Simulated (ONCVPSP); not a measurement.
# Before and after: ONCV potential for Zn (Z = 30)

Zn, optimised norm-conserving Vanderbilt (ONCV), made with ONCVPSP 4.0.1 (LDA (Perdew-Zunger), scalar-relativistic). Core [Ne], reference 3s2 3p6 3d10 4s2. Waves: 3s+4s: rc 0.95 bohr, ncon 5, nbas 8, qcut 13.8 1/bohr, 3 projectors, debl 0.7 Ha; 3p: rc 0.75 bohr, ncon 5, nbas 9, qcut 13 1/bohr, 1 projector; 3d: rc 0.95 bohr, ncon 4, nbas 9, qcut 16.2 1/bohr, 2 projectors, debl 3.5 Ha. Local part: polynomial inside 0.50 bohr (lpopt 5, dvloc0 1 Ha). Core correction: Teter function fitted to the true core (icmod 2), fcfact 0.25.

Change: p: ncon 4, nbas 8.

Cutoffs: the cutoffs (Ha) at which the residual kinetic energy of the hardest occupied pseudo-wave falls to 1 and 0.1 mHa per electron; they do not see the model core or the augmentation charge, which bear on the density cutoff. Errors are all-electron minus pseudo energies relative to the spin-unpolarised reference configuration.

**Question.** What does the change do?

**Answer.** The potential gets softer (105 Ha and 388 Ha → 105 Ha and 188 Ha); the errors of the 4 common tests hardly move; neither file shows a bound ghost.

```csv
quantity,base,changed
"cutoff, loose",105 Ha,105 Ha
"cutoff, tight",388 Ha,188 Ha
loose cutoff by channel,"s 77 Ha, p 84 Ha, d 105 Ha","s 77 Ha, p 63 Ha, d 105 Ha"
bound ghosts,none,none
GHOST(+) flags under 300 eV,none,none
"error for 3s2 3p6 3d10 4s1, meV [ΔE 10.19 eV]",-0.4,-0.4
"error for 3s2 3p6 3d10 4s0, meV [ΔE 28.96 eV]",+1.0,+1.1
"error for 3s2 3p6 3d9 4s0, meV [ΔE 69.85 eV]",-6.1,-6.0
"error for 3s2 3p6 3d10 4s1.5, meV [ΔE 4.08 eV]",-0.1,-0.1
s: phases at 0.96 bohr within 0.05 rad from the reference energy up to (Ha; the scan ends near 5),to the end of the scan,to the end of the scan
p: phases at 0.76 bohr within 0.05 rad from the reference energy up to (Ha; the scan ends near 5),to the end of the scan,to the end of the scan
d: phases at 0.96 bohr within 0.05 rad from the reference energy up to (Ha; the scan ends near 5),to the end of the scan,to the end of the scan
"rms error of d²Exc/dni dnj with the model core, mHa",1.18,1.18
```
